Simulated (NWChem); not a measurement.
# C₃H₅FSi; SMILES F[C@@H]1C=C[SiH2]1

```xyz
10

F      0.3798    -1.9135    -0.2458
C      0.0234    -0.7988     0.4767
C     -1.2796    -0.1714     0.0445
C     -1.0434     1.1314    -0.2204
Si     0.7950     0.9083     0.0095
H      0.0272    -1.0681     1.5486
H     -2.2367    -0.7107    -0.0087
H     -1.7865     1.8898    -0.4765
H      1.5208     1.7112     1.0443
H      1.6117     0.8859    -1.2395
```
Atoms are numbered in this order, from 1.

Level: PBE0/def2-SVP (NWChem), optimised geometry, unscaled harmonic frequencies. 

Task: List the harmonic frequencies with IR intensities, and the thermochemistry.

Result: 
| frequency (cm⁻¹) | IR intensity (km/mol) |
|---|---|
| 171 | 0.7 |
| 276 | 2.6 |
| 392 | 2.0 |
| 554 | 16.1 |
| 567 | 12.2 |
| 633 | 7.2 |
| 692 | 36.9 |
| 764 | 74.6 |
| 801 | 69.3 |
| 833 | 13.7 |
| 961 | 128.1 |
| 998 | 14.9 |
| 1018 | 25.0 |
| 1037 | 7.0 |
| 1140 | 80.5 |
| 1168 | 3.8 |
| 1294 | 12.0 |
| 1349 | 49.1 |
| 1622 | 2.6 |
| 2215 | 144.4 |
| 2244 | 100.7 |
| 3070 | 17.5 |
| 3148 | 16.7 |
| 3238 | 2.5 |

```json
{
  "zero_point_energy": "43.1 kcal/mol",
  "thermal correction to the enthalpy at 298.15 K (with zero-point energy)": "47.0 kcal/mol",
  "heat capacity Cv": "19.3 cal/(mol K)",
  "entropy at 298.15 K and 1 atm (symmetry number 1)": "73.2 cal/(mol K)",
  "dipole_moment": "1.68 D"
}
```

Rigid rotor and harmonic oscillator.
